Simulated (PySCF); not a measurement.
Ga(NHMe)(OH)2 (CH6GaNO2), SMILES C[NH][Ga]([OH])[OH]. Coordinates come from a B3LYP-D3(BJ)/def2-SVP optimisation. Other conformers were not sampled.

These are B3LYP-D3(BJ)/def2-SVP run with PySCF values and carry that method's errors.

Harmonic wavenumbers (cm⁻¹): 93, 104, 111, 183, 186, 244, 303, 311, 420, 626, 703, 721, 800, 835, 1090, 1135, 1140, 1384, 1455, 1467, 1495, 2976, 3024, 3111, 3603, 3855, 3856. Rotational constants (GHz): 5.889, 2.454, 1.752; symmetry number 1.

Problem. Work out the zero-point energy and the ideal-gas rigid-rotor harmonic-oscillator thermochemistry at 298.15 K and 1 atm.

Solution. ZPE = ½ Σ hcν = ½ × 35231 cm⁻¹ = 210.73 kJ/mol. H − E(el) = 235.27 kJ/mol. Entropy in J/(mol K): translation 169.81, rotation 112.73, vibration 91.34, total 373.88. G − E(el) = 123.80 kJ/mol. Cp = 121.40 J/(mol K). Modes under 150 cm⁻¹ make the vibrational entropy uncertain.
